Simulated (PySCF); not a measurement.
**Optical rotation: SMILES CS[C@@]1(F)CC[S@@]1=O, C4H7FOS2**

Molfile (atoms numbered from 1):
```
C4H7FOS2
     RDKit          3D

 15 15  0  0  0  0  0  0  0  0999 V2000
    2.6060   -0.4279    0.0734 C   0  0  0  0  0  0  0  0  0  0  0  0
    1.5753    1.0011    0.4890 S   0  0  0  0  0  0  0  0  0  0  0  0
   -0.0061    0.2054    0.3441 C   0  0  1  0  0  0  0  0  0  0  0  0
   -0.1071   -0.8963    1.1366 F   0  0  0  0  0  0  0  0  0  0  0  0
   -1.2582    1.0639    0.4468 C   0  0  0  0  0  0  0  0  0  0  0  0
   -2.0915    0.2071   -0.5056 C   0  0  0  0  0  0  0  0  0  0  0  0
   -0.5593   -0.3653   -1.3974 S   0  0  0  0  0  4  0  0  0  0  0  0
   -0.4980   -1.8519   -1.5160 O   0  0  0  0  0  0  0  0  0  0  0  0
    3.6278   -0.0547   -0.0735 H   0  0  0  0  0  0  0  0  0  0  0  0
    2.2539   -0.9033   -0.8537 H   0  0  0  0  0  0  0  0  0  0  0  0
    2.5929   -1.1629    0.8885 H   0  0  0  0  0  0  0  0  0  0  0  0
   -1.6379    1.1630    1.4742 H   0  0  0  0  0  0  0  0  0  0  0  0
   -1.0664    2.0683    0.0418 H   0  0  0  0  0  0  0  0  0  0  0  0
   -2.4950   -0.6926   -0.0196 H   0  0  0  0  0  0  0  0  0  0  0  0
   -2.8469    0.6905   -1.1385 H   0  0  0  0  0  0  0  0  0  0  0  0
  1  2  1  0
  2  3  1  0
  3  4  1  1
  3  5  1  0
  5  6  1  0
  7  6  1  1
  7  8  2  0
  7  3  1  0
  1  9  1  0
  1 10  1  0
  1 11  1  0
  5 12  1  0
  5 13  1  0
  6 14  1  0
  6 15  1  0
M  END
```

Level of theory: TDDFT wB97X-D/aug-cc-pVDZ circular dichroism and optical rotation, one conformer, gas phase in PySCF. Geometry: PBE0-D3(BJ)/def2-SVP.

The molecule is flexible and this is one conformer; a measurement averages over conformers.

Stereocentres: C3 S, S7 S.

Question: What is the specific rotation at 633, 589.3, 546, 436, 405, 365, 355 nm?

Answer: [α] in deg dm⁻¹ (g/mL)⁻¹:
```
λ (nm)  origin-invariant length gauge  modified velocity gauge  length gauge (centre of mass)  isotropic polarisability (au)
   633                         +108.4                    +95.4                         +106.5                           96.0
 589.3                         +127.5                   +112.2                         +125.3                           96.4
   546                         +152.1                   +133.9                         +149.4                           96.9
   436                         +263.5                   +232.2                         +258.8                           99.1
   405                         +319.7                   +281.7                         +313.9                          100.2
   365                         +426.4                   +375.4                         +418.4                          102.0
   355                         +462.1                   +406.8                         +453.3                          102.6
```

Question: And for the mirror image at 589.3 nm?

Answer: -127.5 deg dm⁻¹ (g/mL)⁻¹ (origin-invariant length gauge): the same size and the opposite sign.

Question: What is the molar rotation [Φ] = [α]·M/100 of the geometry above at 589.3 nm?

Answer: With M = 154.22 g/mol, +196.6 deg cm² dmol⁻¹ (origin-invariant length gauge).

The first excitation lies at 5.19 eV (239 nm) with R = -13.0 × 10⁻⁴⁰ esu² cm² (velocity form).
